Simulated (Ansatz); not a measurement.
`F[SiH2][NH][AlH2]` + `O[SiH3]` → `F[SiH2]O[SiH3]` + `[NH2][AlH2]` at 400 K and 1 bar (ligand exchange at the Si–N bond).

Gas-phase electronic energies from Ansatz, PBE0-D4/def2-TZVP geometries. CCSD(T)/CBS is the MP2 limit (def2-TZVPP, def2-QZVPP) plus CCSD(T) − MP2 in def2-TZVPP, frozen cores. This one scheme is used for every species. One conformer a species, not always the lowest.

```
            species  CCSD(T)/CBS energy (Eh)  H − E (kJ/mol)  S (J/(mol·K))
`F[SiH2][NH][AlH2]`               -688.71689           163.0          366.6
          `O[SiH3]`               -366.69042           120.0          276.4
   `F[SiH2]O[SiH3]`               -756.28164           162.6          380.8
      `[NH2][AlH2]`               -299.14566           122.0          272.0
```

H − E and S are ideal-gas, rigid-rotor, harmonic terms from PBE0-D4/def2-TZVP, for one conformer and one mirror image of each species. 1 Eh = 2625.50 kJ/mol, R = 8.31446 J/(mol·K).

By hand: ΔE, ΔH, ΔS and ΔG.

ΔE = (-756.28164) + (-299.14566) − (-688.71689) − (-366.69042) = -0.01999 Eh = -52.5 kJ/mol. Δ(H − E) = 162.6 + 122.0 − 163.0 − 120.0 = 1.6, so ΔH = -50.9 kJ/mol. ΔS = 380.8 + 272.0 − 366.6 − 276.4 = 9.8 J/(mol·K). ΔG = -50.9 − 400 × (9.8)/1000 = -54.8 kJ/mol.

By hand: the equilibrium constant, and the temperature at which ΔG would vanish if ΔH and ΔS stayed fixed.

log₁₀ K = −ΔG/(RT ln 10) = 7.2. ΔH and −TΔS have one sign here, so there is no such temperature.

The number of gas molecules stays the same, so ΔS is small and ΔH decides. A doubt of 5 kJ/mol in ΔE shifts log₁₀ K by 0.7 here. Other conformers and mirror images would add mixing entropy, several J/(mol·K) or more a flexible species. Modes under 60 cm⁻¹, often nearly free rotors, make the harmonic entropy too high. These are equilibria of isolated gas molecules and say nothing of rates. Largest T1 diagnostic: 0.012 (customary marks: 0.02 for closed shells, 0.045 for open ones).

ΔS is within the doubt of such terms, so its sign, and with it that verdict, could turn.
